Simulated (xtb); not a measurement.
Input for xtb: GFN1-xTB on H3NPb (SMILES [NH2][PbH]), a point of a torsion scan.

```
$ xtb mol.xyz --gfn 1 --sp --chrg 0 --uhf 0
5

N     -0.69771322     0.00657490     0.05667539
Pb     1.12088541    -1.16710817    -0.05569576
H     -1.57694364    -0.27571205     0.45790753
H     -0.94732593     0.51268252    -0.77995989
H      1.24474608    -1.11950662    -1.90651173
```

It printed:

```
[...]
           -------------------------------------------------
          |                Calculation Setup                |
           -------------------------------------------------



           -------------------------------------------------
          |                 G F N 1 - x T B                 |
           -------------------------------------------------

        Reference                      10.1021/acs.jctc.7b00118
      * Hamiltonian:
        H0-scaling (s, p, d)           1.850000    2.250000    2.000000
        zeta-weighting                 0.000000
      * Dispersion:
        s8                             2.400000
        a1                             0.630000
        a2                             5.000000
        s9                             0.000000
      * Repulsion:
        kExp                           1.500000
        rExp                           1.000000
      * Coulomb:
        alpha                          2.000000
        third order                    atomic
        anisotropic                    false
      * Halogen bond correction:
        rad-scale                      1.300000
        damping                        0.440000


          ...................................................
          :                      SETUP                      :
          :.................................................:
          :  # basis functions                  14          :
          :  # atomic orbitals                  14          :
          :  # shells                           10          :
          :  # electrons                        12          :
          :  # halogen bonds                     0          :
          :  max. iterations                   250          :
          :  Hamiltonian                  GFN1-xTB          :
          :  restarted?                      false          :
          :  GBSA solvation                  false          :
          :  PC potential                    false          :
          :  electronic temp.          300.0000000     K    :
          :  accuracy                    1.0000000          :
          :  -> integral cutoff          0.2500000E+02      :
          :  -> integral neglect         0.1000000E-07      :
          :  -> SCF convergence          0.1000000E-05 Eh   :
          :  -> wf. convergence          0.2000000E-04 e    :
          :  Broyden damping             0.4000000          :
          :  net charge                          0          :
          :  unpaired electrons                  0          :
          ...................................................

 iter      E             dE          RMSdq      gap      omega  full diag
   1     -6.4622418 -0.646224E+01  0.478E+00    2.16       0.0  T
   2     -6.4756554 -0.134136E-01  0.358E+00    3.03       1.0  T
   3     -6.4704960  0.515944E-02  0.133E+00    2.23       1.0  T
   4     -6.4788206 -0.832464E-02  0.382E-01    2.79       1.0  T
   5     -6.4790441 -0.223496E-03  0.653E-02    2.67       1.0  T
   6     -6.4790497 -0.555584E-05  0.959E-03    2.68       4.7  T
   7     -6.4790500 -0.305776E-06  0.186E-03    2.69      24.1  T
   8     -6.4790500 -0.556957E-08  0.289E-04    2.69     154.6  T
   9     -6.4790500 -0.351438E-09  0.192E-05    2.69    2335.3  T
  10     -6.4790500 -0.148326E-11  0.283E-06    2.69   15818.2  T

   *** convergence criteria satisfied after 10 iterations ***

         #    Occupation            Energy/Eh            Energy/eV
      -------------------------------------------------------------
         1        2.0000           -0.6955257             -18.9262
         2        2.0000           -0.6457950             -17.5730
         3        2.0000           -0.4820817             -13.1181
         4        2.0000           -0.4211232             -11.4593
         5        2.0000           -0.3754240             -10.2158
         6        2.0000           -0.3445040              -9.3744 (HOMO)
         7                         -0.2457260              -6.6865 (LUMO)
         8                         -0.0735451              -2.0013
         9                         -0.0375315              -1.0213
        10                         -0.0280886              -0.7643
        11                          0.0039386               0.1072
       ...                                ...                  ...
        14                          0.5981067              16.2753
      -------------------------------------------------------------
                  HL-Gap            0.0987780 Eh            2.6879 eV
             Fermi-level           -0.2951150 Eh           -8.0305 eV

 SCC (total)                   0 d,  0 h,  0 min,  0.003 sec
 SCC setup                      ...        0 min,  0.000 sec (  3.102%)
 Dispersion                     ...        0 min,  0.000 sec (  1.259%)
 classical contributions        ...        0 min,  0.000 sec (  0.572%)
 integral evaluation            ...        0 min,  0.001 sec ( 23.065%)
 iterations                     ...        0 min,  0.001 sec ( 40.032%)
 molecular gradient             ...        0 min,  0.001 sec ( 27.578%)
 printout                       ...        0 min,  0.000 sec (  3.863%)

         :::::::::::::::::::::::::::::::::::::::::::::::::::::
         ::                     SUMMARY                     ::
         :::::::::::::::::::::::::::::::::::::::::::::::::::::
         :: total energy              -6.438478787542 Eh    ::
         :: gradient norm              0.022322832208 Eh/a0 ::
         :: HOMO-LUMO gap              2.687885655302 eV    ::
         ::.................................................::
         :: SCC energy                -6.479049988760 Eh    ::
         :: -> electrostatic           0.051851316980 Eh    ::
         :: repulsion energy           0.041523723126 Eh    ::
         :: dispersion energy         -0.000952521908 Eh    ::
         :: halogen bond corr.         0.000000000000 Eh    ::
         :: add. restraining           0.000000000000 Eh    ::
         :: total charge              -0.000000000000 e     ::
         :::::::::::::::::::::::::::::::::::::::::::::::::::::

           -------------------------------------------------
          |                Property Printout                |
           -------------------------------------------------

    * Orbital Energies and Occupations

         #    Occupation            Energy/Eh            Energy/eV
      -------------------------------------------------------------
         1        2.0000           -0.6955257             -18.9262
         2        2.0000           -0.6457950             -17.5730
         3        2.0000           -0.4820817             -13.1181
         4        2.0000           -0.4211232             -11.4593
         5        2.0000           -0.3754240             -10.2158
         6        2.0000           -0.3445040              -9.3744 (HOMO)
         7                         -0.2457260              -6.6865 (LUMO)
         8                         -0.0735451              -2.0013
         9                         -0.0375315              -1.0213
        10                         -0.0280886              -0.7643
        11                          0.0039386               0.1072
        12                          0.0732434               1.9931
        13                          0.3224125               8.7733
        14                          0.5981067              16.2753
      -------------------------------------------------------------
                  HL-Gap            0.0987780 Eh            2.6879 eV
             Fermi-level           -0.2951150 Eh           -8.0305 eV

  Mulliken/CM5 charges         n(s)   n(p)   n(d)
     1N    -0.65689 -1.10530   1.485  4.172  0.000
     2Pb    0.51143  0.55758   1.930  1.558  0.000
Note: The following floating-point exceptions are signalling: IEEE_DENORMAL
normal termination of xtb
     3H     0.17790  0.36501   0.822  0.000  0.000
     4H     0.17633  0.36314   0.824  0.000  0.000
     5H    -0.20877 -0.18043   1.209  0.000  0.000

Wiberg/Mayer (AO) data.
largest (>0.10) Wiberg bond orders for each atom

 ---------------------------------------------------------------------------
     #   Z sym  total        # sym  WBO       # sym  WBO       # sym  WBO
 ---------------------------------------------------------------------------
     1   7 N    2.978 --     2 Pb   1.058     4 H    0.963     3 H    0.945
     2  82 Pb   2.033 --     1 N    1.058     5 H    0.949
     3   1 H    0.971 --     1 N    0.945
     4   1 H    0.972 --     1 N    0.963
     5   1 H    0.964 --     2 Pb   0.949
 ---------------------------------------------------------------------------

Topologies differ in total number of bonds
Writing topology from bond orders to xtbtopo.mol

 dipole moment from electron density (au)
     X       Y       Z
   0.2183  -0.5779   0.3529  total (Debye):    1.808


           -------------------------------------------------
          | TOTAL ENERGY               -6.438478787542 Eh   |
          | GRADIENT NORM               0.022322832208 Eh/α |
          | HOMO-LUMO GAP               2.687885655302 eV   |
           -------------------------------------------------

------------------------------------------------------------------------
------------------------------------------------------------------------
 total:
 SCF:
```

The run finished.

Cost: roughly 0.04 core-seconds.
